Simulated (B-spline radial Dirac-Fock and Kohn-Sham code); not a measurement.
**Dipole and non-dipole photoemission parameters of Bi 6p1/2**

System: atomic bismuth, [Xe] 4f14 5d10 6s2 6p3; threshold 8.16 eV (orbital energy of the model). Model: Dirac-Hartree-Slater photoionisation with a Latter tail; cross sections with all multipoles, angular parameters from the dipole term and its interference with E2. Program: a radial finite-basis atomic code.

For linearly polarised light dσ/dΩ = σ/(4π) [1 + β P₂(cos θ) + (δ + γ cos²θ) sin θ cos φ], with θ from the polarisation vector and φ the angle between the beam and the projection of the electron momentum on the plane normal to the polarisation.

```
hν (eV)   σ (kb)      β       γ       δ
   54.1      164  1.696   0.165  -0.010
     60      121  1.619   0.207  -0.012
     80     52.8  1.328   0.295  -0.014
   84.9     44.6  1.254   0.307  -0.014
    102     26.5  0.999   0.319  -0.012
    107     23.2  0.927   0.316  -0.010
    150     9.37  0.385   0.207   0.006
    380     1.74  0.380   0.070   0.042
    417     1.56  0.507   0.125   0.039
    427     1.52  0.540   0.140   0.038
    451     1.43  0.615   0.175   0.036
    600     1.05  0.975   0.345   0.022
    717    0.859  1.159   0.417   0.014
    800    0.758  1.255   0.444   0.010
    892    0.669  1.338   0.457   0.006
   1000    0.584  1.415   0.455   0.003
   1050    0.551  1.444   0.450   0.002
   1720    0.293  1.642   0.289  -0.005
   1910    0.253  1.667   0.240  -0.006
   2190    0.208  1.692   0.174  -0.006
   2260        ?      ?       ?       ?
 2984.4    0.130  1.722   0.046  -0.007
   4460   0.0661  1.722  -0.010  -0.008
   5040   0.0531  1.714   0.009  -0.008
 5414.7   0.0466  1.708   0.028  -0.008
   5820   0.0407  1.702   0.055  -0.008
   6400   0.0340  1.692   0.100  -0.007
   9440   0.0156  1.635   0.405  -0.003
  13200  0.00758  1.569   0.810   0.009
  15000  0.00569  1.540   0.991   0.016
```

Q: Give the values at 2260 eV.

A: σ = 0.198 kb, β = 1.696, γ = 0.159, δ = -0.006.

Values without a named source are computed, but for edge energies of neutral atoms, which are taken from tables.
